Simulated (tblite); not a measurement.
Isomers of C6H4Cl2O2S. Level: GFN2-xTB in tblite, geometry and Hessian alike; calculated harmonic values, unscaled, isolated species. Against measured fundamentals such values can be off by several per cent, at times by over 20. One conformer each.

Electronic energies: GFN2-xTB at the same geometries; isomer energies are rough at this level and their order can be wrong.

| SMILES | electronic energy, lowest = 0 (kJ/mol) |
| --- | --- |
| O=S(=O)(Cl)c1ccc(Cl)cc1 | 2.2 |
| O=S(=O)(Cl)c1ccccc1Cl | 0.0 |
| O=S(=O)(Cl)c1cccc(Cl)c1 | 4.0 |

Question: How do GFN2-xTB zero-point energies change the relative energies?

Answer: 
| SMILES | ZPE (kJ/mol) | of it from modes above 1550 cm⁻¹ | electronic (kJ/mol) | with ZPE, lowest = 0 (kJ/mol) | lowest mode (cm⁻¹) | rings |
| --- | --- | --- | --- | --- | --- | --- |
| O=S(=O)(Cl)c1ccccc1Cl | 232.7 | 93.1 | 0.0 | 0.0 | 57 | 1 |
| O=S(=O)(Cl)c1ccc(Cl)cc1 | 232.1 | 93.3 | 2.2 | 1.6 | 31 | 1 |
| O=S(=O)(Cl)c1cccc(Cl)c1 | 232.1 | 93.3 | 4.0 | 3.3 | 22 | 1 |

The zero-point energies span 0.6 kJ/mol, from `O=S(=O)(Cl)c1cccc(Cl)c1` to `O=S(=O)(Cl)c1ccccc1Cl`. The order is unchanged.
